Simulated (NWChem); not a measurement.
All runs are NWChem calculations. System: H2Sb (+1), charge 1, spin multiplicity 1, at a geometry optimised with PBE0/def2-SVP with def2 effective core potentials on Sb. The structure started from a generated list of species. Level: EOM-CCSD/def2-SVPD with def2 effective core potentials on Sb, 4 core orbitals frozen.

NWChem printed:

```
             Northwest Computational Chemistry Package (NWChem) 7.3.0
             --------------------------------------------------------

                                NWChem Input Module
                                -------------------

 Scaling coordinates for geometry "geometry" by  1.889725989
 (inverse scale =  0.529177249)

 Turning off AUTOSYM since
 SYMMETRY directive was detected!

                             Geometry "geometry" -> ""
                             -------------------------

 Output coordinates in angstroms (scale by  1.889725989 to convert to a.u.)

  No.       Tag          Charge          X              Y              Z
 ---- ---------------- ---------- -------------- -------------- --------------
    1 Sb                  51.0000     0.00000000     0.00000000    -0.04574000
    2 H                    1.0000     1.21497600     0.00000000     1.16637600
    3 H                    1.0000    -1.21497600     0.00000000     1.16637600

 Effective nuclear repulsion energy (a.u.)      31.6684348805

            Nuclear Dipole moment (a.u.)
            ----------------------------
        X                 Y               Z
 ---------------- ---------------- ----------------
     0.0000000000     0.0000000000     0.0000226767

      Symmetry information
      --------------------

 Group name             C2v
 Group number             16
 Group order               4
 No. of unique centers     2

      Symmetry unique atoms

     1    2


 Summary of "ao basis" -> "" (spherical)
 ------------------------------------------------------------------------------
       Tag                 Description            Shells   Functions and Types
 ---------------- ------------------------------  ------  ---------------------
 *                         def2-svpd                  on all atoms

 Summary of "ao basis" -> "ao basis" (spherical)
 ------------------------------------------------------------------------------
       Tag                 Description            Shells   Functions and Types
 ---------------- ------------------------------  ------  ---------------------
 Sb                        def2-svpd                12       32   5s4p3d
 H                         def2-svpd                 4        8   2s2p

                                 NWChem SCF Module
                                 -----------------

  ao basis        = "ao basis"
  functions       =    48
  atoms           =     3
[...]
 Iteration   2 using    2 trial vectors
   0.1324726672060   0.3106254340229    8.45255     0.2     0.2

 Iteration   3 using    3 trial vectors
   0.0751522728476   0.3006002088180    8.17975     0.2     0.2

 Iteration   4 using    4 trial vectors
   0.0482901024133   0.2958283352459    8.04990     0.2     0.2

 Iteration   5 using    5 trial vectors
   0.0300868045193   0.2937264960679    7.99271     0.3     0.3

 Iteration   6 using    6 trial vectors
   0.0228269388507   0.2928335817412    7.96841     0.2     0.2

 Iteration   7 using    7 trial vectors
   0.0162888850704   0.2926716029581    7.96400     0.3     0.3

 Iteration   8 using    8 trial vectors
   0.0094721050056   0.2926653979736    7.96383     0.3     0.3

 Iteration   9 using    9 trial vectors
   0.0071776596205   0.2927506229279    7.96615     0.3     0.3

 Iteration  10 using   10 trial vectors
   0.0043175278198   0.2927842942386    7.96707     0.3     0.3

 Iteration  11 using   11 trial vectors
   0.0020207956870   0.2927728251703    7.96676     0.3     0.3

 Iteration  12 using   12 trial vectors
   0.0009670786501   0.2927730433960    7.96676     0.3     0.3

 Iteration  13 using   13 trial vectors
   0.0004090165499   0.2927713435458    7.96672     0.3     0.3

 Iteration  14 using   14 trial vectors
   0.0001650524998   0.2927677782612    7.96662     0.3     0.3

 Iteration  15 using   15 trial vectors
   0.0000718814088   0.2927680433831    7.96663     0.3     0.3

 Iteration  16 using   16 trial vectors
   0.0000376147041   0.2927680729271    7.96663     0.3     0.3

 Iteration  17 using   17 trial vectors
   0.0000168458847   0.2927679833386    7.96663     0.3     0.3

 Iteration  18 using   18 trial vectors
   0.0000062207102   0.2927680543428    7.96663     0.3     0.3
 --------------------------------------------------------------
 Iterations converged
 ------------------

 Excited state root  1
 Excitation energy / hartree =        0.292768054342791
                   / eV      =        7.966627492148006
 largest EOMCCSD amplitudes: R1 and R2

 Singles contributions
    15a1  (alpha) ---    11b1  (alpha)       -0.1940648248
    16a1  (alpha) ---    11b1  (alpha)        0.2035384919
    18a1  (alpha) ---    11b1  (alpha)        0.1039664812
    14b1  (alpha) ---    12a1  (alpha)       -0.8343123083

 Doubles contributions
    13b2  (alpha)    13b2  (beta ) ---    12a1  (alpha)    11b1  (beta )        0.1715282046
    13b2  (alpha)    13b2  (beta ) ---    11b1  (alpha)    12a1  (beta )        0.1715282046

 =========================================
 Excited-state calculation ( b2  symmetry)
 =========================================
 Dim. of EOMCC iter. space      500

 EOMCCSD SOLVER TYPE  1
  maxdiff =   0.35771734349784723

 No. of initial right vectors    1

 EOM-CCSD right-hand side iterations
 --------------------------------------------------------------
      Residuum       Omega / hartree  Omega / eV    Cpu    Wall
 --------------------------------------------------------------

 Iteration   1 using    1 trial vectors
   0.3679065805974   0.1610333000941    4.38194     0.4     0.4

 Iteration   2 using    2 trial vectors
   0.0946161041354   0.0992454529861    2.70061     0.3     0.3

 Iteration   3 using    3 trial vectors
   0.0299817499649   0.0956853476514    2.60373     0.3     0.3

 Iteration   4 using    4 trial vectors
   0.0097997966168   0.0952168875585    2.59098     0.3     0.3

 Iteration   5 using    5 trial vectors
   0.0043690920580   0.0951370391423    2.58881     0.3     0.3

 Iteration   6 using    6 trial vectors
   0.0013997270742   0.0951245644156    2.58847     0.3     0.3

 Iteration   7 using    7 trial vectors
   0.0003862280009   0.0951278681616    2.58856     0.3     0.3

 Iteration   8 using    8 trial vectors
   0.0001117529221   0.0951293590234    2.58860     0.3     0.3

 Iteration   9 using    9 trial vectors
   0.0000341222136   0.0951294020147    2.58860     0.3     0.3

 Iteration  10 using   10 trial vectors
   0.0000097250510   0.0951292614408    2.58860     0.3     0.3
 --------------------------------------------------------------
 Iterations converged
 ------------------

 Excited state root  1
 Excitation energy / hartree =        0.095129261440803
                   / eV      =        2.588600013766142
 largest EOMCCSD amplitudes: R1 and R2

 Singles contributions
    13b2  (alpha) ---    12a1  (alpha)        0.9349952180

 Doubles contributions

 Task  times  cpu:       22.9s     wall:       22.9s

 Total times  cpu:       22.9s     wall:       22.9s
```

Q: Write an NWChem input that would produce this output.

A: One answer among several that fit: 
```
start mol
memory heap 100 mb stack 700 mb global 1900 mb
charge 1
geometry units angstroms nocenter noautoz
  Sb     0.000000     0.000000    -0.045740
  H      1.214976     0.000000     1.166376
  H     -1.214976     0.000000     1.166376
  symmetry group C2v
end
basis spherical
  * library def2-svpd
end
ecp
  Sb library def2-ecp
end
scf
  rhf
  nopen 0
  maxiter 100
  thresh 1e-7
  semidirect memsize 60000000 filesize 0
end
tce
  freeze core 4
  ccsd
  nroots 1
  2eorb
  2emet 13
  thresh 1e-5
  maxiter 200
  tilesize 24
end
task tce energy
```
